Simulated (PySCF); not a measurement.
# Nuclear quadrupole coupling in `CCCN(CC)NC`

Compound: C₆H₁₆N₂.
Numbering: `[CH3:1][CH2:2][CH2:3][N:4]([CH2:5][CH3:6])[NH:7][CH3:8]` (hydrogens: H9, H10, H11 on C1; H12, H13 on C2; H14, H15 on C3; H16, H17 on C5; H18, H19, H20 on C6; H21 on N7; H22, H23, H24 on C8)

Structure used (GFN2-xTB), in Å, numbered top down from 1:
```
atom  x, y, z in Å
C1     3.0802   -0.7354   -0.0198
C2     1.7681   -0.5301   -0.7649
C3     0.6134   -0.2696    0.1969
N4    -0.6389   -0.1243   -0.5241
C5    -1.8088   -0.0911    0.3486
C6    -2.2010   -1.4965    0.7924
N7    -0.5623    0.9169   -1.4741
C8    -0.6816    2.2854   -0.9896
H9     3.8908   -0.9205   -0.7203
H10    3.3300    0.1469    0.5663
H11    3.0098   -1.5856    0.6559
H12    1.5300   -1.4138   -1.3573
H13    1.8520    0.3146   -1.4481
H14    0.8396    0.6155    0.8175
H15    0.5034   -1.1229    0.8685
H16   -2.6371    0.3291   -0.2310
H17   -1.6519    0.5482    1.2341
H18   -1.4610   -1.9193    1.4656
H19   -3.1571   -1.4666    1.3098
H20   -2.2877   -2.1443   -0.0754
H21   -1.2695    0.7366   -2.1817
H22    0.1014    2.4715   -0.2559
H23   -0.5214    2.9484   -1.8378
H24   -1.6523    2.5267   -0.5346
```

Field gradients from the PBE0/pcSseg-1 density (PySCF, non-relativistic), principal values in atomic units, ordered |Vxx| ≤ |Vyy| ≤ |Vzz|:

```csv
atom,Vxx,Vyy,Vzz
N4,0.4962,0.9932,-1.4894
N7,0.4587,1.0013,-1.4601
```

**Question.** Find the asymmetry η = (Vxx − Vyy)/Vzz and the couplings χ = eQV/h (234.96 MHz × Q in barn × V in au), with Q(14N) = 0.02044 b.

**Answer.** 
```
atom         environment  nucleus     η  χzz (MHz)  χxx (MHz)  χyy (MHz)
  N4  hydrazine nitrogen      14N  0.33      -7.15       2.38       4.77
  N7  hydrazine nitrogen      14N  0.37      -7.01       2.20       4.81
```

The tensor is traceless: Vxx + Vyy + Vzz = 0.

**Question.** What is Vzz at N7 in SI units (1 au = 9.71736 × 10²¹ V/m²)?

**Answer.** -1.4601 au = -14.188 × 10²¹ V/m².

**Question.** And the gradient at the other heavy atoms, for which no coupling is worked out here?

**Answer.** 
| atom | environment | Vzz (au) | η |
| --- | --- | --- | --- |
| C1 | methyl carbon | 0.032 | 0.13 |
| C2 | chain CH2 carbon | -0.085 | 0.66 |
| C3 | sp3 carbon bound to nitrogen | 0.197 | 0.16 |
| C5 | sp3 carbon bound to nitrogen | 0.178 | 0.24 |
| C6 | methyl carbon | 0.060 | 0.50 |
| C8 | N-methyl carbon | 0.188 | 0.14 |

Were the hydrogens deuterons (Q(2H) = 0.00286 b), χzz would run from 189 kHz (H14 and H17) to 260 kHz (H21).

Isolated species at its GFN2-xTB geometry (one conformer only). GFN2-xTB bond lengths can be off by several hundredths of an ångström, more for odd bonds, and the gradients follow them. A larger basis could move these couplings by a tenth or more.
